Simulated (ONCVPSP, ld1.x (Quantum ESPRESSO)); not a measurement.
# Potentials for N compared

Generated with ld1.x 7.5 (TM, RRKJ, ultrasoft, PAW), atompaw 4.2 or ONCVPSP 4.0.1. The cutoff is in Ry: for ld1.x and atompaw files where the sum of valence levels is converged to 10 mRy in a Bessel basis, for ONCV files where the hardest occupied wave has 1 mHa per electron of residual kinetic energy. The error is the largest all-electron minus pseudo excitation energy over each file’s own four to seven test configurations (ionisations up to +4, promotions, holes and added fractions of an electron), all of which were solved. The labels leave out finer settings (local radius, basis sizes, second energies), which also bear on the numbers. Spin-polarised tests are not counted. The rows are a selection from randomly drawn settings: files with unsolved tests, undetermined cutoffs or missed reference levels are left out.

A true bound ghost makes a file unfit for plane-wave use even where its test errors are small: the radial tests pick states by their node count and pass the ghost by.

| potential | cutoff (Ry) | largest error (meV) | bound ghosts |
| --- | --- | --- | --- |
| ONCV, revPBE, scalar-relativistic, rc 0.95/2.10/2.00 (spd), local s, core correction no, reference 2s1 2p4, qcut 6.1/7.8/4.9, projectors 0/2/1 | 168 | +571 | none |
| ONCV, PBE, scalar-relativistic, rc 0.75/1.55 (sp), local smoothed, core correction yes, reference 2s2 2p1, qcut 8.8/10.2, projectors 3/2 | 62 | +177 | s |
| ONCV, PBE, scalar-relativistic, rc 0.45/2.40 (sp), local smoothed, core correction no, reference 1s2 2s2 2p3, qcut 26.8/5.8, projectors 3/2 | 586 | +3347 | p |
| TM, revPBE, non-relativistic, rc 0.90/1.50 (sp), local smoothed, core correction no, reference 2s2 2p3 | 55 | +1023 | none |
| PAW, PBE, scalar-relativistic, rc 0.70/1.65/1.55 (spd), local smoothed, core correction yes, reference 2s2 2p3 | 70 | +94 | none |
| ONCV, PBE, scalar-relativistic, rc 1.05/2.65/2.80 (spd), local s, core correction yes, reference 2s2 2p3, qcut 6.5/5.3/3.4, projectors 0/3/2 | 110 | +4789 | none |
| ONCV, PBE, scalar-relativistic, rc 0.95/2.25/2.45 (spd), local s, core correction yes, reference 2s2 2p3, qcut 5.3/5.9/3.4, projectors 0/3/2 | 207 | +2912 | none |
| ONCV, LDA (Perdew-Zunger), scalar-relativistic, rc 0.95/2.25 (sp), local smoothed, core correction yes, reference 2s2 2p1, qcut 7.3/9.5, projectors 1/2 | 83 | +1045 | none |

(1) Fill in the row for N: ONCV, PBE, scalar-relativistic, rc 1.00/1.40 (sp), local s, core correction yes, reference 2s2 2p2, qcut 6.1/7.9, projectors 0/1.

Answers

(1) cutoff 154 Ry, largest error +917 meV, bound ghosts: none.
